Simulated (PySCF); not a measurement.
# Which determinant of BPb lies lowest?

Unrestricted PBE0; PySCF, scalar-relativistic core potentials, basis sets B aug-cc-pVDZ, Pb aug-cc-pVDZ-PP with ECP60. Outer shells of the fragments: B 2s2 2p1; Pb 5d10 6s2 6p2.

Followed along the bond (rough minima from three points):

```csv
2Ms+1,unpaired,⟨S²⟩ at the start,R at minimum (Å),Te (eV)
4,"σ ↑, π ↑↑",3.75,2.26,0.00
2,"σ ↓, π ↑↑",1.77,2.27,0.33
2,"σ ↑, π ↑↓",1.76,2.27,0.36
2,π ↑,0.76,2.14,1.11
2,σ ↑,0.79,none in the scan,≤ 0.98
```

Solutions found at the starting distance of 2.210 Å, counted from the lowest of them; the search is not exhaustive and high or unbound solutions are not listed, so other states can lie among these:

```tsv
2Ms+1	unpaired	term	E (eV)	⟨S²⟩	⟨Lz²⟩	μ (D)
4	σ ↑, π ↑↑	⁴Σ⁻	0.00	3.75	0.00	1.85
2	σ ↓, π ↑↑	mixed	0.33	1.77	0.00	1.84
2	σ ↑, π ↑↓	mixed	0.37	1.76	2.01	1.87
2	σ ↑	mixed	0.97	0.79	2.00	1.75
2	π ↑	²Π	1.12	0.76	1.00	1.88
2	π ↑	²Π	1.48	0.75	1.00	2.83
4	σ ↑, π ↑↑	mixed	2.38	3.76	2.01	1.30
4	π ↑↑↑	⁴Π	2.39	3.78	1.01	1.00
```

A term symbol is given only where ⟨S²⟩ and ⟨Lz²⟩ are close to those of a pure state; real π, δ and φ orbitals otherwise mix terms. A positive dipole means B(−)Pb(+).

These are scalar-relativistic numbers at best; spin–orbit coupling would shift them, the dissociation energy most.
